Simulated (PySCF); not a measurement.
AlBi: frontier orbitals

ωB97X at R = 2.841 Å; PySCF, scalar-relativistic core potentials, basis sets Al cc-pV(D+d)Z, Bi cc-pVDZ-PP with ECP60. State: ³Σ⁻ (triplet), unpaired electrons π ↑↑. Only the outer orbitals are listed, counted within each symmetry, core potentials removing the inner ones.

| spin | orbital | occ. | ε (eV) | on Al (%) | main shells (%) |
| --- | --- | --- | --- | --- | --- |
| α | 7σ | 1 | -18.90 | 7 | 93 Bi s |
| α | 8σ | 1 | -11.49 | 77 | 76 Al s, 19 Bi p |
| α | 4π | 1 | -7.81 | 8 | 92 Bi p |
| α | 4π | 1 | -7.81 | 8 | 92 Bi p |
| α | 9σ | 1 | -7.10 | 49 | 51 Bi p, 32 Al p, 16 Al s |
| α | 5π | 0 | 0.13 | 92 | 92 Al p |
| α | 5π | 0 | 0.13 | 92 | 92 Al p |
| α | 10σ | 0 | 1.95 | 80 | 76 Al p, 25 Bi p |
| β | 7σ | 1 | -17.32 | 8 | 92 Bi s |
| β | 8σ | 1 | -11.23 | 80 | 79 Al s, 16 Bi p |
| β | 9σ | 1 | -6.85 | 48 | 51 Bi p, 34 Al p, 12 Al s |
| β | 4π | 0 | -1.69 | 25 | 75 Bi p, 24 Al p |
| β | 4π | 0 | -1.69 | 25 | 75 Bi p, 24 Al p |
| β | 5π | 0 | 0.46 | 76 | 76 Al p, 24 Bi p |

**Question.** Which are the highest filled and the lowest empty level, where do they sit, and how wide is the gap?

**Answer.** Highest filled β 9σ at -6.85 eV (in %: 51 Bi p, 34 Al p, 12 Al s); lowest empty β 4π at -1.69 eV (in %: 75 Bi p, 24 Al p); the gap at ωB97X is 5.16 eV.

- bond order (Mayer): 1.16
- ⟨S²⟩: 2.002
- charge on Al (Mulliken, basis-dependent): 0.16
- charge on Al (Löwdin, basis-dependent): 0.06
- dipole moment (positive dipole means Al(−)Bi(+)): -0.70 D

These are scalar-relativistic numbers at best; spin–orbit coupling would shift them, the dissociation energy most. The state is the lowest determinant that a PBE0 search found; another state may lie lower at other levels.
